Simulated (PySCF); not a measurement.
SMILES COc1ccccc1-c1ccc[se]1 (C11H10OSe), GFN2-xTB optimised geometry.

```
23

C     -3.30    -0.64     0.00
O     -1.90    -0.55     0.00
C     -1.31     0.68     0.00
C     -2.02     1.88     0.00
C     -1.34     3.09     0.00
C      0.04     3.11     0.00
C      0.75     1.92     0.00
C      0.10     0.68     0.00
C      0.84    -0.56     0.00
C      2.21    -0.71     0.00
C      2.68    -2.03     0.00
C      1.71    -2.98    -0.02
Se     0.01    -2.24    -0.02
H     -3.52    -1.71     0.00
H     -3.73    -0.19    -0.90
H     -3.73    -0.19     0.89
H     -3.09     1.88     0.00
H     -1.90     4.01     0.00
H      0.57     4.05     0.00
H      1.83     1.95     0.00
H      2.89     0.13     0.02
H      3.73    -2.27     0.00
H      1.87    -4.05    -0.03
```

Density from B3LYP/def2-SVP (PySCF 2.14.0) at that geometry.

Minimum of the electron density along straight lines between bonded atoms, close to the bond critical point (lines longer than 1.1 times the sum of covalent radii, or with two minima, are not listed):

```csv
bond,length / Å,ρ at the minimum / e bohr⁻³,∇²ρ there / e bohr⁻⁵,position (fraction from the first atom)
C1–O2,1.405,0.253,-0.29,0.34
O2–C3,1.363,0.281,-0.25,0.67
C3–C4,1.387,0.314,-0.81,0.52
C4–C5,1.385,0.312,-0.80,0.50
C5–C6,1.383,0.315,-0.82,0.50
C6–C7,1.381,0.316,-0.82,0.50
C3–C8,1.411,0.303,-0.77,0.51
C7–C8,1.396,0.307,-0.77,0.50
C8–C9,1.447,0.278,-0.67,0.50
C9–C10,1.374,0.316,-0.79,0.51
C10–C11,1.409,0.300,-0.75,0.50
C11–C12,1.359,0.324,-0.83,0.49
C9–Se13,1.879,0.168,-0.19,0.49
C12–Se13,1.850,0.176,-0.19,0.50
C1–H14,1.089,0.286,-1.12,0.64
C1–H15,1.094,0.281,-1.07,0.64
C1–H16,1.094,0.281,-1.07,0.64
C4–H17,1.079,0.283,-1.07,0.63
C5–H18,1.079,0.284,-1.08,0.63
C6–H19,1.079,0.284,-1.07,0.63
C7–H20,1.078,0.286,-1.09,0.63
C10–H21,1.077,0.284,-1.07,0.63
C11–H22,1.078,0.283,-1.08,0.63
C12–H23,1.075,0.283,-1.09,0.64
```
